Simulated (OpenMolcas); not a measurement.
Predicting a hybrid from its neighbours: YCl3 (yttrium trichloride)

YCl3 has 4 atoms, charge 0, and is taken as a singlet. As SMILES, `[Cl][Y]([Cl])[Cl]`. Geometry: relaxed at PBE0-D4/def2-TZVP.

The HOMO–LUMO gap y, in eV, basis def2-SVP with a core potential; a is the functional's share of exact exchange. Programs: OpenMolcas 26.06.

| functional | program | a | y (eV) |
| --- | --- | --- | --- |
| revPBE | OpenMolcas | 0 | 4.09 |
| BLYP | OpenMolcas | 0 | 3.77 |
| B3LYP | OpenMolcas | 0.2 | ? |
| PBE0 | OpenMolcas | 0.25 | 6.15 |
| BHLYP | OpenMolcas | 0.5 | 7.92 |

Fit y = c + s·a to the known rows and predict B3LYP.


1. Means of the 4 rows: a = 0.1875, y = 5.482.
2. Σ(Δa)² = 0.17188, Σ(Δa·Δy) = 1.3856, so the slope is 1.3856/0.17188 = 8.0614.
3. Intercept: 5.482 − (8.0614) × 0.1875 = 3.970. The largest residual of the fit is 0.20.
4. B3LYP: 3.970 + (8.0614) × 0.2 = 5.58 eV.

The run gave 5.48 eV, so the prediction is off by +0.10 eV, within the scatter of the fit. Exact exchange lowers occupied levels and raises empty ones. The rows mix families of semi-local functionals, which the line can't see.
